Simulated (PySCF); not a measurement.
**SnHF + F₂ → SnF₂ + HF**

Level: PBE0 in the def2-TZVP basis family, computed in PySCF with density fitting; scalar-relativistic core potentials for atoms from Rb on, none lighter, no spin–orbit coupling; open shells unrestricted.

| species | state and structure | ZPE (kJ/mol) | H(298 K) − H(0) (kJ/mol) | S° (J/(mol K)) |
| --- | --- | --- | --- | --- |
| SnHF | singlet, Cs, Sn–F 1.945 Å, Sn–H 1.785 Å; F–Sn–H 93.3° | 17.4 | 10.8 | 262.1 |
| F₂ | singlet, D∞h, F–F 1.376 Å | 6.6 | 8.7 | 201.9 |
| SnF₂ | singlet, C2v, Sn–F 1.932 Å (×2); F–Sn–F 95.9° | 8.3 | 12.3 | 282.1 |
| HF | singlet, C∞v, H–F 0.920 Å | 24.9 | 8.7 | 173.6 |

(1) Is the gas-phase reaction uphill or downhill in electronic energy at this level, and by how much?

(2) Add zero-point, thermal and entropy terms for 298.15 K and 1 bar.

Results:

(1) At PBE0/def2-TZVP, ΔE = -662.8 kJ/mol, downhill. Fluorination of this kind underlies dry etching and chamber cleaning.

(2) ΔZPE = 9.2 and Δ[H(298) − H(0)] = 1.5 kJ/mol give ΔH° = -652.1 kJ/mol. ΔS° = -8.3 J/(mol K), so ΔG° = -652.1 − 298.15 × (-0.0083) = -650 kJ/mol.

Only the bonding shown was studied: isomers, or loss of a ligand pair, can lie lower.
